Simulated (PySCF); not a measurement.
Precursor series Hf Cl-Br. Isolated molecules, 0 K electronic values unless said otherwise.

These are PBE-D3(BJ)/def2-TZVP // BP86-D3(BJ)/def2-SVP in PySCF values and carry that method's errors. 

```
species                               mean distance from the central atom to its bonded neighbours (Å)  HOMO–LUMO gap (eV)  charge on the central atom (Mulliken) (e)
------------------------------------  ----------------------------------------------------------------  ------------------  -----------------------------------------
0 of 4 Cl replaced by Br                                                                         2.338                5.26                                       1.09
3 of 4 Cl replaced by Br                                                                         2.447                4.50                                       1.05
4 of 4 Cl replaced by Br ([Hf(Br)4])                                                             2.483                4.46                                       1.04
```
